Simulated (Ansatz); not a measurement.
Ideal-gas functions of `[SiH3][CH2][ZnH]` at 298.15 K and 1 bar, from an Ansatz frequency run at PBE0-D4/def2-TZVP.

Molar mass 111.53 g/mol, point group Cs (symmetry number 1), electronic degeneracy 1, moments of inertia 23.925, 236.141, 251.116 u Å². Harmonic wavenumbers (cm⁻¹, unscaled): 120, 121, 407, 448, 486, 491, 677, 727, 752, 935, 951, 959, 965, 979, 1379, 1909, 2195, 2201, 2203, 3049, 3106.

Use S(trans) = R[1.5 ln M + 2.5 ln T − 1.1517]; rotational temperatures θ = 24.2544 K / I; S(rot) = R[ln(√π/σ · √(T³/θAθBθC)) + 1.5]; for each mode x = 1.438777 ν̃/T, S = R[x/(eˣ − 1) − ln(1 − e⁻ˣ)] and H = RT x/(eˣ − 1); 1 cm⁻¹ = 0.0119627 kJ/mol; R = 8.31446 J/(mol·K).

**Question.** By hand: the entropy, in J/(mol·K).

**Answer.** Translation 167.7. Rotation: θ = 1.0138, 0.1027, 0.0966 K, giving 107.4. Vibration, mode by mode: 12.97, 12.90, 3.92, 3.35, 2.90, 2.85, 1.40, 1.15, 1.05, 0.51, 0.48, 0.46, 0.45, 0.43, 0.08, 0.01, 0.00, 0.00, 0.00, 0.00, 0.00, in all 44.9. Electronic 0.0. Sum 320.0 J/(mol·K).

**Question.** By hand: H − E and G − E in kJ/mol, counted from the electronic energy.

**Answer.** Zero-point energy ½ × 25060 × 0.0119627 = 149.9; thermal vibration 7.8; translation, rotation and pV give 4 RT = 9.9. H − E = 167.6 kJ/mol, and G − E = 167.6 − 298.15 × 320.0/1000 = 72.2 kJ/mol.

Vibration gives 14 % of the entropy, 25.9 J/(mol·K) of it from the modes under 150 cm⁻¹: soft modes count most, and the harmonic formula is weakest for them.
